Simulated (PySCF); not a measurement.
SMILES C[CH]OC(C)=O (C4H7O2), doublet, B3LYP/def2-SVP optimised geometry.

```
13

C     -0.63     2.09     0.00
C      0.23     0.88     0.00
O     -0.37    -0.27    -0.43
C      0.40    -1.38    -0.66
C     -0.47    -2.55    -1.04
O      1.59    -1.39    -0.53
H     -0.13     2.92     0.52
H     -0.87     2.44    -1.03
H     -1.59     1.89     0.50
H      1.33     0.88     0.00
H     -1.23    -2.25    -1.78
H     -1.01    -2.92    -0.15
H      0.15    -3.36    -1.44
```

Density from unrestricted B3LYP/def2-TZVP (PySCF) at that geometry.

Minimum of the electron density along straight lines between bonded atoms, close to the bond critical point (lines longer than 1.1 times the sum of covalent radii, or with two minima, are not listed):

| bond | length / Å | ρ at the minimum / e bohr⁻³ | ∇²ρ there / e bohr⁻⁵ | position (fraction from the first atom) |
|---|---|---|---|---|
| C1–C2 | 1.481 | 0.270 | -0.73 | 0.48 |
| C2–O3 | 1.372 | 0.274 | -0.32 | 0.34 |
| O3–C4 | 1.367 | 0.292 | -0.67 | 0.65 |
| C4–C5 | 1.506 | 0.263 | -0.70 | 0.53 |
| C4–O6 | 1.203 | 0.434 | -0.26 | 0.34 |
| C1–H7 | 1.100 | 0.274 | -0.93 | 0.64 |
| C1–H8 | 1.111 | 0.265 | -0.87 | 0.64 |
| C1–H9 | 1.104 | 0.271 | -0.91 | 0.64 |
| C2–H10 | 1.091 | 0.286 | -1.01 | 0.66 |
| C5–H11 | 1.100 | 0.274 | -0.93 | 0.64 |
| C5–H12 | 1.103 | 0.270 | -0.90 | 0.64 |
| C5–H13 | 1.097 | 0.278 | -0.96 | 0.65 |
